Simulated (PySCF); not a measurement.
Input of a run (PBE0-D3(BJ)/def2-SVP geometry optimisation, gas phase (PySCF 2.14.0)), started from GFN2-xTB:
```
{"job": {"xc": "PBE0", "basis": "def2-SVP", "d3": "d3bj", "grid": 1, "shake": 0.01, "kind": "geom"}, "charge": 0, "multiplicity": 1}
B      2.146690    -0.305070    -0.109370
N      0.814430     0.228600    -0.027410
B     -0.429320    -0.448990    -0.199270
C     -1.745670     0.329230    -0.053950
H      3.035800     0.431450     0.042870
H      2.272640    -1.409190    -0.353890
H      0.753800     1.219360     0.183550
H     -0.370550    -1.586620    -0.438110
H     -2.361790     0.254710    -0.948890
H     -2.398590    -0.121280     0.738420
H     -1.679330     1.381970     0.190300
```

Output (energies in Eh, forces in Eh/bohr):
```
step   0  E = -146.53345262  max force = 0.037905
step   1  E = -146.53896185  max force = 0.008158
step   2  E = -146.53957694  max force = 0.004650
step   3  E = -146.53980432  max force = 0.001360
step   4  E = -146.53986513  max force = 0.003114
step   5  E = -146.53991864  max force = 0.001355
step   6  E = -146.53993261  max force = 0.001144
step   7  E = -146.53994690  max force = 0.000148
optimisation converged
```

**Question.** Summarise the run.

**Answer.** The energy falls by 4.1 kcal/mol over 8 energy and gradient evaluations, the largest force component goes from 0.0379 to 1.5e-04 Eh/bohr, and the atoms move by 0.054 Å rms after alignment. The bond that changes most is B1–H6 (three-coordinate boron to B–H hydrogen), which lengthens by 0.069 Å. Bonds longer at the end by more than 0.005 Å: 6 of 10; shorter: 2. Among the angles that change most is C4–B3–H8, from 123.9° to 120.8°. The energy never rose by more than 1e-6 Eh on the way. The first step brought 85 % of the lowering.

**Question.** What are the final bond lengths?

**Answer.** B1–N2 1.416 Å, N2–B3 1.428 Å, B3–C4 1.566 Å, B1–H5 1.210 Å, B1–H6 1.207 Å, N2–H7 1.017 Å, B3–H8 1.211 Å, C4–H9 1.104 Å, C4–H10 1.104 Å, C4–H11 1.101 Å. Numbering counts from 1 in the input's order; the species is `BNBC` (CH7B2N).

The run used 91 basis functions and 51 SCF cycles in all.

Whether it is a minimum is left open (no frequencies). One conformer, not necessarily the lowest.

Conformer computed: `[BH2:1][NH:2][BH:3][CH3:4]`: B1–N2–B3–C4 -179°.
